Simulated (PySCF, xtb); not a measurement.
CH4ClFOSi, SMILES OC[Si@@H](F)Cl. Other conformers were not sampled.

Harmonic wavenumbers (cm⁻¹) from GFN2-xTB (xtb 6.7.1) at its own minimum, in rising order: 43, 117, 178, 203, 304, 331, 522, 626, 667, 722, 787, 812, 1059, 1115, 1277, 1325, 1458, 2330, 2879, 2963, 3567.

Task: What does PBE-D3(BJ)/def2-SVP in PySCF give at its own minimum? (The exact figures need the calculation; the answer reports its results.)

Result: 73, 122, 205, 230, 308, 335, 531, 666, 715, 794, 848, 889, 1035, 1115, 1242, 1334, 1390, 2190, 2908, 3026, 3699. Paired by order, the mean absolute difference is 43 cm⁻¹ and the zero-point energies are 33.3 and 33.8 kcal/mol.
